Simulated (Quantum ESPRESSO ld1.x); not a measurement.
Input (ld1.x (Quantum ESPRESSO 7.5)):

```
 &input
    zed=15.0,
    iswitch=1,
    rel=1,
    lsd=1,
    dft='PW',
    config='[He] 2s2 2p3 5f1',
    verbosity='high',
    prefix='ld1',
    max_out_wfc=37,
    file_charge='ld1.rho',
 /
```

Command: `OMP_NUM_THREADS=1 ld1.x < ld1.in > ld1.out`

It prints (banner and zero overlaps left out):

```
     Program LD1 v.7.5 starts

     --------------------------- All-electron run ----------------------------

     scalar relativistic calculation

     atomic number is 15.00
     dft =PW   lsd =1 sic =0 latt =0  beta=0.20 tr2=1.0E-14
     Exchange-correlation= PW
                           (   1   4   0   0   0   0   0)
     mesh =1915 r(mesh) =  99.87804 a.u. xmin = -8.00 dx = 0.00800
     1 Ry =  13.60569312 eV, c = 137.03599908

     n l     nl                  e(Ry)          e(Ha)          e(eV)
     1 0     1S 1( 1.00)    -171.580195162     -85.790097581  -2334.4674814
     2 0     2S 1( 1.00)     -27.880588946     -13.940294473   -379.3347373
     2 1     2P 1( 3.00)     -24.897061965     -12.448530982   -338.7417848
     5 3     5F 1( 1.00)      -2.446081337      -1.223040669    -33.2806320
     1 0     1S 2( 1.00)    -170.977783974     -85.488891987  -2326.2712596
     2 0     2S 2( 1.00)     -26.848955447     -13.424477724   -365.2986485
     2 1     2P 2( 0.00)     -23.703127935     -11.851563967   -322.4974847
     5 3     5F 2( 0.00)      -2.334135561      -1.167067780    -31.7575321

     final scf error:  5.3E-15 reached in  17 iterations

     Etot =    -612.898373 Ry,    -306.449186 Ha,   -8338.907172 eV
     Total magnetization:    4.00 Bohr mag.

     Ekin =     615.023396 Ry,     307.511698 Ha,    8367.819584 eV
     Encl =   -1344.758092 Ry,    -672.379046 Ha,  -18296.365925 eV
     Eh   =     148.861258 Ry,      74.430629 Ha,    2025.360593 eV
     Exc  =     -32.024934 Ry,     -16.012467 Ha,    -435.721423 eV
```

Run on one thread of a shared host, so times are rough (Intel(R) Xeon(R) Processor @ 2.60GHz): 0.41 s of CPU time, 1.1 s wall, 17 iterations on 1915 mesh points.
